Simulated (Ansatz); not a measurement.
Cost and result for the atomization energy of `S[SiH](Cl)Cl` (6 atoms, 5 bonds).

Charge 0, multiplicity 1. The structure was optimised at the PBE0-D4/def2-TZVP level. It is one conformer, not always the lowest. Program: Ansatz. All runs use 2 threads of a server CPU on a shared host. Times are those of one run each, without the atoms' runs, and a repeat can differ threefold. Electronic energies, without spin–orbit coupling; frozen cores. CCSD(T)/CBS adds CCSD(T) − MP2 in def2-TZVPP to the MP2 limit, and its time is that of the two runs behind it. T1 = 0.010. B3LYP takes the VWN-RPA correlation (the form of Gaussian; ORCA's B3LYP/G).

CCSD(T)/CBS is a level of theory with its own doubt, some kJ/mol a heavy atom from the limit and from the frozen cores, so smaller differences don't rank the functionals.

```json
{"level": "CCSD(T)/def2-SVP", "functions": "82", "wall time": "1.5 s"}
{"level": "revPBE-D4/def2-TZVPP", "functions": "196", "wall time": "1.7 s"}
{"level": "PBE-D4/def2-TZVPP (with forces)", "functions": "196", "wall time": "2 s"}
{"level": "PBE0-D4/def2-TZVPP", "functions": "196", "wall time": "2.9 s"}
{"level": "BHLYP-D4/def2-TZVPP", "functions": "196", "wall time": "3 s"}
{"level": "CAM-B3LYP-D4/def2-TZVPP", "functions": "196", "wall time": "3.2 s"}
{"level": "B3LYP-D4/def2-TZVPP (with forces)", "functions": "196", "wall time": "4.3 s"}
{"level": "r2SCANh-D4/def2-TZVPP", "functions": "196", "wall time": "4.4 s"}
{"level": "B97M-V/def2-TZVPP", "functions": "196", "wall time": "6 s"}
{"level": "ωB97M-V/def2-TZVPP (with forces)", "functions": "196", "wall time": "9.5 s"}
{"level": "MP2/def2-QZVPP", "functions": "340", "wall time": "12 s"}
{"level": "CCSD(T)/def2-TZVPP", "functions": "196", "wall time": "34 s"}
{"level": "CCSD(T)/CBS(def2)", "functions": "–", "wall time": "46 s"}
```

Q: What atomization energy does each give, and how far from CCSD(T)/CBS? (Best estimate.)

A: The calculation gave: 
```json
{"level": "CCSD(T)/def2-SVP", "atomization (kJ/mol)": "1650.4", "difference from CCSD(T)/CBS": "-193.3", "per bond": "-38.7"}
{"level": "revPBE-D4/def2-TZVPP", "atomization (kJ/mol)": "1813.4", "difference from CCSD(T)/CBS": "-30.3", "per bond": "-6.0"}
{"level": "PBE-D4/def2-TZVPP (with forces)", "atomization (kJ/mol)": "1853.4", "difference from CCSD(T)/CBS": "9.7", "per bond": "2.0"}
{"level": "PBE0-D4/def2-TZVPP", "atomization (kJ/mol)": "1834.9", "difference from CCSD(T)/CBS": "-8.8", "per bond": "-1.7"}
{"level": "BHLYP-D4/def2-TZVPP", "atomization (kJ/mol)": "1775.1", "difference from CCSD(T)/CBS": "-68.6", "per bond": "-13.7"}
{"level": "CAM-B3LYP-D4/def2-TZVPP", "atomization (kJ/mol)": "1810.2", "difference from CCSD(T)/CBS": "-33.5", "per bond": "-6.7"}
{"level": "B3LYP-D4/def2-TZVPP (with forces)", "atomization (kJ/mol)": "1808.0", "difference from CCSD(T)/CBS": "-35.7", "per bond": "-7.1"}
{"level": "r2SCANh-D4/def2-TZVPP", "atomization (kJ/mol)": "1842.9", "difference from CCSD(T)/CBS": "-0.8", "per bond": "-0.2"}
{"level": "B97M-V/def2-TZVPP", "atomization (kJ/mol)": "1874.1", "difference from CCSD(T)/CBS": "30.4", "per bond": "6.1"}
{"level": "ωB97M-V/def2-TZVPP (with forces)", "atomization (kJ/mol)": "1857.4", "difference from CCSD(T)/CBS": "13.7", "per bond": "2.7"}
{"level": "MP2/def2-QZVPP", "atomization (kJ/mol)": "1865.8", "difference from CCSD(T)/CBS": "22.1", "per bond": "4.4"}
{"level": "CCSD(T)/def2-TZVPP", "atomization (kJ/mol)": "1772.0", "difference from CCSD(T)/CBS": "-71.7", "per bond": "-14.3"}
{"level": "CCSD(T)/CBS(def2)", "atomization (kJ/mol)": "1843.7", "difference from CCSD(T)/CBS": "0.0", "per bond": "0.0"}
```

From r2SCAN to r2SCAN0 (25 % exact exchange), in def2-TZVPP and without D4, the atomization energy moves by −28.6 kJ/mol: exact exchange takes away binding that semilocal exchange gives to molecules. In def2-TZVPP, CCSD(T) changes the Hartree–Fock value by +429.1 kJ/mol (the triples alone add +35.7 kJ/mol) and MP2 by +480.7 kJ/mol; breaking electron pairs costs correlation energy, which Hartree–Fock lacks. The D4 term adds +34.1 kJ/mol with B3LYP and +17.6 kJ/mol with PBE0; it sums over pairs of atoms, weighted by their polarisabilities, and B3LYP, whose exchange is more repulsive, gets the larger term.
